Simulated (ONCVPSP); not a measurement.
tantalum: one change to an ONCV potential, before and after

ONCVPSP 4.0.1 input, shortened (lines: element, Z, core and valence counts, functional; n l f; lmax; l rc ep ncon nbas qcut; lloc lpopt rc5 dvloc0; l nproj debl; icmod fcfact rcfact), LDA (Perdew-Zunger), fully relativistic:

```
  Ta 73.00   12    2        3      upf
    1    0    2.00
    2    0    2.00
    2    1    6.00
    3    0    2.00
    3    1    6.00
    3    2   10.00
    4    0    2.00
    4    1    6.00
    4    2   10.00
    4    3   14.00
    5    0    2.00
    5    1    6.00
    5    2    3.00
    6    0    2.00
    2
    0    2.80    0.00    3    7    2.60
    1    2.90    0.31    4    7    2.30
    2    2.25    0.00    5    9    5.50
    4    5    1.75    0.00
    0    2    3.20
    1    2    0.70
    2    2    2.50
    3    3.00    1.60
```

Open shells are filled in proportion to 2j + 1.

In the p channel the program set the typed energies aside and used 0.050, 0.750 Ha (j = l + 1/2; the other j can differ).

All-electron outer shells of the reference configuration (LDA (Perdew-Zunger), scalar-relativistic, ld1.x):

```
shell  level (eV)  outermost node (bohr)  outermost maximum (bohr)
   4f      -24.93                      –                      0.44
   6s       -5.62                   1.32                      2.74
   5d       -3.79                   0.65                      1.58
```

Change: local potential polynomial inside 1.75 bohr (lpopt 5, dvloc0 5 Ha).

Cutoffs: the cutoffs (Ha) at which the residual kinetic energy of the hardest occupied pseudo-wave falls to 1 and 0.1 mHa per electron; they do not see the model core or the augmentation charge, which bear on the density cutoff. Errors are all-electron minus pseudo energies relative to the spin-unpolarised reference configuration.

Question: How do hardness, ghosts and transferability respond?

Answer: The potential gets neither clearly harder nor softer (12 Ha and 15 Ha → 12 Ha and 15 Ha); the lowest positive-energy flag moves from p3/2 at 16.8 eV to p3/2 at 47.8 eV; the number of tests with a reliable result goes from 3 to 4; the errors of the 3 common tests hardly move; neither file shows a bound ghost.

```csv
quantity,base,changed
"cutoff, loose",12 Ha,12 Ha
"cutoff, tight",15 Ha,15 Ha
bound ghosts,none,none
GHOST(+) flags under 300 eV,"p3/2 at 16.8 eV, s at 22.8 eV, p1/2 at 24.1 eV","p3/2 at 47.8 eV, s at 80.1 eV, p3/2 at 187.2 eV"
tests with a reliable result,3 of 4,4 of 4
"error for 5d3 6s1, meV [ΔE 8.70 eV]",-29,-29
"error for 5d3 6s0, meV [ΔE 24.01 eV]",-187,-187
"error for 5d3 6s1 6p1, meV [ΔE 4.22 eV]",-6.9,-7.3
s: phases at 2.83 bohr within 0.05 rad from the reference energy up to (Ha; the scan ends near 5),0.7,1.6
p3/2: phases at 2.94 bohr within 0.05 rad from the reference energy up to (Ha; the scan ends near 5),2.3,1.5
p1/2: phases at 2.94 bohr within 0.05 rad from the reference energy up to (Ha; the scan ends near 5),0.9,1.7
d5/2: phases at 2.29 bohr within 0.05 rad from the reference energy up to (Ha; the scan ends near 5),to the end of the scan,to the end of the scan
d3/2: phases at 2.29 bohr within 0.05 rad from the reference energy up to (Ha; the scan ends near 5),to the end of the scan,to the end of the scan
"rms error of d²Exc/dni dnj with the model core, mHa",4.45,4.45
```
